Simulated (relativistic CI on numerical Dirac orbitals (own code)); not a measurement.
# Sensitivity of the levels of Re⁶⁰⁺ to α and to the nuclear radius

Computed by Dirac-Coulomb-Breit CI, KLI orbitals optimised for each configuration, derivatives by finite differences, unscaled Slater integrals, QED left out (own radial code, finite nucleus).

Configurations in the expansion (outside the closed core [Ne]): 3s2 3p3, 3s2 3p2 3d, 3s 3p4, 3s2 3p 3d2, 3p5, 3s 3p3 3d, 3p3 3d2, 3s 3p2 3d2. Levels of other configurations are missing.

With x = (α/α₀)² − 1 an excitation energy changes as ω = ω₀ + qx; K = 2q/ω₀ is the relative enhancement. Terms are leading LS components, so labels can repeat. The field-shift factor is F = δν/δ⟨r²⟩ for the transition from the lowest level.

Lowest level 3s2 3p3 2P°_3/2.

```tsv
Level	ω₀ (cm⁻¹)	q (cm⁻¹)	F (GHz/fm²)
3s2 3p2 3d 2D_3/2	1911571	108200	26.5
3s2 3p2 3d 2D_5/2	2719472	854000	13.2
3s2 3p3 4S°_3/2	2938617	3.751e+06	-559
3s2 3p3 2D°_5/2	3037117	3.745e+06	-564
3s2 3p3 2P°_1/2	3164372	3.757e+06	-561
3s 3p4 4P_5/2	4419189	4.095e+06	-8030
3s 3p4 2P_3/2	4664807	4.027e+06	-5580
3s 3p4 2S_1/2	4679609	4.101e+06	-7340
3s2 3p2 3d 4F_5/2	4820191	3.843e+06	-552
3s2 3p2 3d 4D_1/2	4845795	3.856e+06	-594
3s2 3p2 3d 4F_3/2	4853573	3.881e+06	-1350
3s2 3p2 3d 2G_7/2	4923782	3.842e+06	-517
3s2 3p2 3d 2D_5/2	5176703	3.891e+06	-837
3s2 3p2 3d 2P_1/2	5265118	3.945e+06	-1570
3s2 3p2 3d 2D_3/2	5287013	3.989e+06	-2670
3s2 3p2 3d 4D_7/2	5516072	4.559e+06	-504
3s2 3p2 3d 2P_3/2	5623832	4.602e+06	-699
3s2 3p2 3d 2G_9/2	5627155	4.556e+06	-502
3s2 3p2 3d 2F_5/2	5653830	4.594e+06	-575
3s2 3p2 3d 2D_5/2	5825435	4.553e+06	-745
3s2 3p2 3d 2F_7/2	5834759	4.58e+06	-519
3s2 3p2 3d 2D_3/2	5904742	4.588e+06	-565
3s2 3p2 3d 2P_1/2	5940016	4.588e+06	-768
```

At this charge energies of transitions that change n are usually good to better than 1 %, and those within a shell (Δn = 0) to a few per cent.

**Question.** Which transition from the lowest level has the largest |K|?

**Answer.** 3s2 3p3 4S°_3/2 at 2938617 cm⁻¹, K = 2.55.
